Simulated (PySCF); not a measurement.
Job file and geometry (Å, from GFN2-xTB) of an NMR shielding run on SMILES CB(C)CB(F)F, C3H8B2F2, PySCF, GIAO PBE0/pcSseg-1 NMR shielding, non-relativistic, gas phase; density fitting, a coarse starting grid and PySCF grid level 2 are the driver's defaults:

```
$ OMP_NUM_THREADS=1 python probes_run.py task.json out

{"job": {"kind": "nmr", "xc": "PBE0", "basis": "pcSseg-1"}, "charge": 0, "multiplicity": 1}
C     -0.824444     1.541951     0.430824
B     -0.453318     0.086417    -0.039107
C     -1.235571    -1.178991     0.472185
C      0.758962    -0.111956    -1.057050
B      2.053927    -0.388963    -0.222618
F      2.845264     0.569744     0.228048
F      2.437463    -1.598525     0.147961
H     -0.993644     2.211969    -0.410509
H      0.014433     1.970275     0.979803
H     -1.698282     1.592662     1.075337
H     -0.641195    -2.089216     0.446483
H     -1.636012    -1.059866     1.476494
H     -2.095436    -1.351405    -0.176597
H      0.561421    -0.963612    -1.705687
H      0.902017     0.777506    -1.667479
```

Q: What does the program print?

A: 
```
coarse grid: 12568 points
cycle   1  E = -368.0761870198  dE =  5.646e-01  |g| = 7.510e-01  |ddm| = 3.265e+00
cycle   2  E = -368.0333951740  dE =  4.279e-02  |g| = 9.436e-01  |ddm| = 1.056e+00
cycle   3  E = -368.1860227960  dE = -1.526e-01  |g| = 7.820e-02  |ddm| = 5.723e-01
cycle   4  E = -368.1871486033  dE = -1.126e-03  |g| = 2.201e-02  |ddm| = 6.162e-02
cycle   5  E = -368.1872471330  dE = -9.853e-05  |g| = 3.429e-03  |ddm| = 1.774e-02
cycle   6  E = -368.1872501550  dE = -3.022e-06  |g| = 9.316e-04  |ddm| = 4.350e-03
final grid: 122224 points
cycle   7  E = -368.2326828661  dE = -5.865e-05  |g| = 8.153e-03  |ddm| = 2.076e-02
cycle   8  E = -368.2326802065  dE =  2.660e-06  |g| = 8.733e-03  |ddm| = 1.302e-02
cycle   9  E = -368.2326992702  dE = -1.906e-05  |g| = 2.614e-04  |ddm| = 7.001e-03
cycle  10  E = -368.2326992823  dE = -1.204e-08  |g| = 1.524e-04  |ddm| = 3.753e-04
cycle  11  E = -368.2326992865  dE = -4.260e-09  |g| = 4.462e-05  |ddm| = 1.207e-04
cycle  12  E = -368.2326992868  dE = -3.035e-10  |g| = 8.450e-06  |ddm| = 2.983e-05
converged SCF energy = -368.2326992868

GIAO shielding tensors (ppm)
atom      isotropic    diamagn.    paramagn.     s11        s22        s33       span
  0 C      170.411     253.405     -82.994    149.334    174.655    187.243     37.910
  1 B       11.302     189.217    -177.915    -51.430    -32.721    118.057    169.487
  2 C      169.776     253.497     -83.722    150.939    171.260    187.128     36.189
  3 C      159.345     260.127    -100.782    118.883    169.158    189.993     71.110
  4 B       73.065     193.609    -120.544     46.648     79.618     92.929     46.280
  5 F      234.689     467.929    -233.240     53.261    295.409    355.397    302.135
  6 F      234.852     467.936    -233.084     54.676    294.059    355.820    301.144
  7 H       30.742      30.932      -0.190     26.642     29.554     36.031      9.388
  8 H       30.692      31.469      -0.777     26.825     30.004     35.246      8.421
  9 H       30.577      31.331      -0.754     26.736     29.452     35.544      8.808
 10 H       30.429      32.111      -1.682     26.484     30.216     34.586      8.102
 11 H       30.610      31.416      -0.806     26.979     29.216     35.634      8.655
 12 H       30.918      30.220       0.698     27.152     28.980     36.622      9.470
 13 H       30.038      32.648      -2.610     27.380     28.586     34.147      6.767
 14 H       30.008      32.779      -2.771     27.257     28.699     34.069      6.811
```

Size and cost of the density-fitted run: 159 basis functions, 33 s wall time on 1 thread of an Arm Neoverse N1, shared host; peak memory 0.9 GiB.
